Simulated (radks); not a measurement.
The mean radii <r> (bohr) of the occupied orbitals of an atom or ion are listed with their occupations. All-electron calculation, Dirac Kohn-Sham, exchange-only PBE, spin-unpolarised, spherical densities, finite nucleus; Fermi nuclear charge, rms radius of each element as measured or else 0.836 A^(1/3) + 0.57 fm. Program: a radial shooting solver on a logarithmic mesh with Libxc functionals.

| orbital | occ. | <r> |
|---|---|---|
| 1s1/2 | 2 | 0.02112 |
| 2s1/2 | 2 | 0.08924 |
| 2p1/2 | 2 | 0.07439 |
| 2p3/2 | 4 | 0.08145 |
| 3s1/2 | 2 | 0.2335 |
| 3p1/2 | 2 | 0.2231 |
| 3p3/2 | 4 | 0.2362 |
| 3d3/2 | 4 | 0.2088 |
| 3d5/2 | 6 | 0.2128 |
| 4s1/2 | 2 | 0.5032 |
| 4p1/2 | 2 | 0.5068 |
| 4p3/2 | 4 | 0.5300 |
| 4d3/2 | 4 | 0.5347 |
| 4d5/2 | 4 | 0.5416 |

Name the element and its charge. Open shells, if any, fill j = l - 1/2 first.

Answer. Z = 66, dysprosium, charge +22: Dy22+ in [Kr] 4d8. The 1s radius gives Z: for a bare nucleus <r> = (2 gamma + 1)/(2Z) with gamma = sqrt(1 - (Z/c)^2), 0.02085 bohr for Z = 66, and screening makes it slightly larger (0.02112 here). The occupations add up to 44, and the charge is Z minus that.
